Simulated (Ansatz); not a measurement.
Input (CCSDT(Q)/def2-SVP; Ansatz, a first-principles code):

Ansatz 0.2 input:
```yaml
crystal:
  periodic: [false, false, false]
  atoms:
    - {symbol: Ga, position_ang: [0.84161737, 0.39348325, 0.27558982]}
    - {symbol: I, position_ang: [-0.57027994, 1.57854338, -1.50881812]}
    - {symbol: I, position_ang: [0.07801318, -1.80869395, 1.34762407]}
basis:
  gaussian:
    orbitals: def2-SVP
magnetization: {spin_polarized: true, initial_magnetization: 1}
correlation: {method: ccsdt_q, electrons: outside_noble_gas}
```

Output:

```
Functional definition: HF
integrals: 0.23 GiB planned
1677 factors; integrals over basis functions are off by at most 1.2e-7 eV
mean field: 0.96 GiB planned
mean field evaluation 1: about -68473.6387 eV, gradient 9.9e0 eV
mean field evaluation 2: about -68473.7057 eV, gradient 1.0e1 eV
mean field evaluation 4: about -68474.8175 eV, gradient 1.8e0 eV
mean field evaluation 8: about -68474.9112 eV, gradient 1.6e-1 eV
mean field evaluation 16: about -68474.9125 eV, gradient 3.6e-6 eV
mean field evaluation 32: about -68472.0364 eV, gradient 6.8e-1 eV
mean field evaluation 64: about -68471.7841 eV, gradient 1.6e-3 eV
mean field -68474.91251930 eV, -2516.4066211217 hartree, gradient 3.6e-6 eV, S^2 0.766919; 2 other end points of the search recorded, 0 dependent functions left out
determinant -68474.91251930 eV, -2516.4066211217 hartree, with singles and doubles -68481.89378365 eV, -2516.6631778545 hartree
determinant -68472.05050432 eV, -2516.3014440109 hartree, with singles and doubles -68479.19995340 eV, -2516.5641814187 hartree
determinant -68471.78406640 eV, -2516.2916525979 hartree, with singles and doubles -68479.28389256 eV, -2516.5672661260 hartree
32 core orbitals not correlated
reference -68474.91251930 eV, -2516.4066211217 hartree; 9, 8 occupied and 43, 44 virtual orbitals, 1677 factors
second order -6.32475066 eV of doubles, -0.00000000 eV of singles
coupled cluster: 2.62 GiB planned
cycle   1  -6.77292226 eV  change   -4.5e-1 eV  update   8.9e-2
cycle   2  -7.03824596 eV  change   -2.7e-1 eV  update   4.2e-2
cycle   3  -7.22324406 eV  change   -1.8e-1 eV  update   2.7e-2
cycle   4  -7.20609158 eV  change    1.7e-2 eV  update   9.6e-3
cycle   5  -7.20480188 eV  change    1.3e-3 eV  update   5.6e-3
cycle   6  -7.20959516 eV  change   -4.8e-3 eV  update   2.7e-3
cycle   7  -7.20973762 eV  change   -1.4e-4 eV  update   1.5e-3
cycle   8  -7.20962520 eV  change    1.1e-4 eV  update   6.3e-4
cycle   9  -7.20980398 eV  change   -1.8e-4 eV  update   3.5e-4
cycle  10  -7.20966622 eV  change    1.4e-4 eV  update   1.5e-4
cycle  11  -7.20977041 eV  change   -1.0e-4 eV  update   8.2e-5
cycle  12  -7.20978963 eV  change   -1.9e-5 eV  update   3.7e-5
cycle  13  -7.20978473 eV  change    4.9e-6 eV  update   1.7e-5
cycle  14  -7.20979349 eV  change   -8.8e-6 eV  update   7.3e-6
cycle  15  -7.20979443 eV  change   -9.4e-7 eV  update   3.3e-6
cycle  16  -7.20979504 eV  change   -6.1e-7 eV  update   1.7e-6
perturbative correction -0.01904527 eV, -0.0006999008 hartree
Total energy: -68482.14135962 eV, -2516.6722761033 hartree
```
